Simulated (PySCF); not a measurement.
C3H8O2Si, SMILES [SiH2](CC(=O)C)O.

Geometry optimised at r2SCAN-D4/def2-SVP. The values are those of a single conformer.

Two levels are set side by side: TDA-PBE/def2-SVPD (PySCF) and TDA-B3LYP/def2-SVPD (PySCF). Vertical, same geometry. The lowest singlet is HOMO→LUMO 100 % with PBE and HOMO→LUMO 97 % with the other functional; states are paired by order. Differences are taken from unrounded values.

| quantity | TDA-B3LYP |
|---|---|
| lowest singlet excitation (eV) | 4.50 |
| lowest triplet excitation (TDA) (eV) | 3.96 |
| first bright state (f over 0.05) (eV) | 6.86 |
| its oscillator strength | 0.10 |

**Question.** What does TDA-PBE give, and how far is it from TDA-B3LYP? (The exact figures need the calculation; the answer reports its results.)

**Answer.** 
```
quantity                               TDA-PBE  TDA-PBE minus TDA-B3LYP
-------------------------------------  -------  -----------------------
lowest singlet excitation (eV)            4.28                    -0.21
lowest triplet excitation (TDA) (eV)      3.74                    -0.22
first bright state (f over 0.05) (eV)     5.99                    -0.87
its oscillator strength                   0.07                    -0.03
```

Functionals without exact exchange tend to place singlet excitations lower, as here. Differences between two approximate levels are no errors against the true value.

Rough cost on one machine, each run with all the roots and properties that it gave: TDA-B3LYP against TDA-PBE about 3 times.
